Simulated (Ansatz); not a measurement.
`[OH][Sb]1[CH2][SiH2][O]1`, relaxed with RKS PBE0-D4/def2-TZVP in Ansatz 0.2.0 from a PBE-D4/def2-SVP geometry. The force threshold is 0.005 eV/Å; the program also tests the step.

Total charge 0; spin multiplicity 1. Sb: def2 effective core potential.

Start:

```xyz
10

O     0.714    0.827   -2.065
Sb    1.283    1.106   -0.147
C     0.599   -0.936    0.342
Si   -1.054   -0.154    0.882
O    -0.571    1.466    0.681
H     0.872    1.648   -2.572
H     1.199   -1.420    1.137
H     0.596   -1.557   -0.575
H    -2.215   -0.538    0.004
H    -1.423   -0.442    2.314
```

```
step  energy (eV)  largest force (eV/Å)  largest move (Å)
   1  -19623.5027                 1.396             0.000
   2  -19623.6274                 0.573             0.062
   3  -19623.6408                 0.287             0.038
   4  -19623.6447                 0.070             0.018
   5  -19623.6450                 0.019             0.009
   6  -19623.6450                 0.007             0.003
   7  -19623.6451                 0.008             0.005
   8  -19623.6451                 0.007             0.009
   9  -19623.6451                 0.004             0.005
```

End:

```xyz
10

O     0.705    0.851   -2.008
Sb    1.244    1.082   -0.137
C     0.594   -0.926    0.332
Si   -1.039   -0.154    0.866
O    -0.566    1.420    0.630
H     0.881    1.628   -2.545
H     1.181   -1.406    1.116
H     0.587   -1.542   -0.568
H    -2.200   -0.541    0.022
H    -1.386   -0.411    2.291
```

Hardware: 4 threads of a server CPU on a shared host. Wall time 28 s, peak host memory 0.65 GiB.
